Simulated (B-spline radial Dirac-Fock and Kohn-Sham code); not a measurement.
# K-line shifts caused by a second vacancy in Rh⁺

System: rhodium as Rh⁺ in the configuration 1s2 2s2 2p6 3s2 3p6 3d10 4s2 4p6 4d8, inside a Watson sphere of charge -1 and radius 1.6 Å (a model of the Madelung potential; inside it an electron's potential energy is raised by 9.0 eV).

Input of the calculation (task.json; shells as n, l, electrons):

```json
{"items": [{
  "Z": 45,
  "q": 1,
  "cfg": [[1, 0, 2], [2, 0, 2], [2, 1, 6], [3, 0, 2], [3, 1, 6], [3, 2, 10], [4, 0, 2], [4, 1, 6], [4, 2, 8]],
  "A": 103,
  "rrms": 4.4945,
  "watson": [-1, 1.6],
  "do": ["binding", "quiet", "double"]
}]}
```

Command: `python xray_run.py task.json out`

Level of theory: Dirac-Fock ΔSCF + Breit + QED; a B-spline atomic structure program. Each two-hole energy is an average over J within one jj subconfiguration, not an observable level; in light atoms, where LS coupling holds, the j-resolved values are not observed lines, and for a K spectator the Kα1 hypersatellite is nearly forbidden. No correlation.

Lines without a spectator: Kα2 (K-L2) 20071.8 eV, Kα1 (K-L3) 20214.4 eV, Kβ3 (K-M2) 22695.2 eV, Kβ1 (K-M3) 22720.4 eV. Shifts in eV with one spectator hole (a dash: not computed, or left out as unreliable):

```
spectator hole    Kα2    Kα1     Kβ3     Kβ1
    L2 (2p1/2)  +54.3  +68.0       –  +145.6
    L3 (2p3/2)  +55.1  +54.6  +131.7       –
    M2 (3p1/2)      –  +7.24  +16.35  +20.05
    M3 (3p3/2)  +5.61      –  +17.43  +16.83
```

Q: Where does the K-L3 hypersatellite lie, emitted when both K electrons are missing?

A: +520.0 eV from the normal line, at 20734.4 eV. Removing both K electrons costs 47154.2 eV, which is 698.5 eV more than twice the K binding energy.

With n spectator holes in 2p, averaged over the 2p shell (energies in eV):

```csv
n,KαLⁿ,step,hypersatellite KαʰLⁿ
0,20166.8,–,20682.5
1,20225.1,+58.3,20742.2
2,20284.6,+59.5,20803.1
3,20345.3,+60.7,20865.2
4,20407.3,+61.9,20928.5
5,20470.4,+63.1,20993.0
```
